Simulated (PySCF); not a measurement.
# Identify the compound

The spectra below were simulated for a compound C$_{6}$H$_{11}$N$_{3}$OSi.

¹H NMR (400 MHz, computed): δ 8.22 (s, 1H), 5.50 (sept, 1H), 2.89 (s, 3H), 0.63 (d, 6H).

¹³C{¹H} NMR (computed): δ 197.6 (C), 152.4 (C), 137.4 (CH), 31.4 (CH3), -0.4 (CH3).

No relativistic terms, one computed conformer, fast rotation and ring inversion assumed for equivalent nuclei, gas phase. PBE0/pcSseg-1 with gauge-including orbitals; geometry from GFN2-xTB; PySCF 2.14.0 with density-fitted response routines.

Chemical shifts δ = σref − σ; ¹H, ¹³C vs TMS, all at this level.

Question: Propose a structure and justify it.

Answer: 
1. The formula gives 4 degrees of unsaturation (1 ring in the answer).
2. 5 carbon signals for 6 carbons: some carbons are equivalent by symmetry or fast rotation.
3. Carbon types of the structure: 2 × C, 1 × CH, 3 × CH3, leaving 1 H on heteroatoms.
4. δC 197.6: ketone carbonyl carbon; the double bond to the heteroatom, with no lone-pair donor beside it, deshields it most.
5. δC 152.4: substituted aromatic carbon next to a ring nitrogen.
6. δC 137.4: aromatic CH next to a ring nitrogen.
7. δC 31.4: methyl carbon α to a carbonyl; α to the electron-withdrawing carbonyl group.
8. δC -0.4: methyl carbon bonded to Si; an electropositive neighbour leaves it electron-rich and shielded.
9. δH 8.22: hydrogen on an aromatic CH next to a ring nitrogen; ring current plus the neighbouring ring nitrogen.
10. δH 0.63: hydrogen on a methyl carbon bonded to Si; an electropositive neighbour shields it, as in TMS itself.

Structure: `[SiH](n1cc(C(C)=O)nn1)(C)C`.

The shifts were computed for this structure.

Shifts are as computed. Against solution values, carbons near 30 ppm lie about +3 ppm off and those near 130 ppm about +5 ppm. Of 1211 compounds with measured shifts, 218 miss one by over three times the rms of a fit or turn the order of signals round; such compounds aren't used in these exercises. Multiplicities follow the n + 1 count of equivalent neighbours, as no J values were calculated; m marks all less simple cases, F and P coupling included.
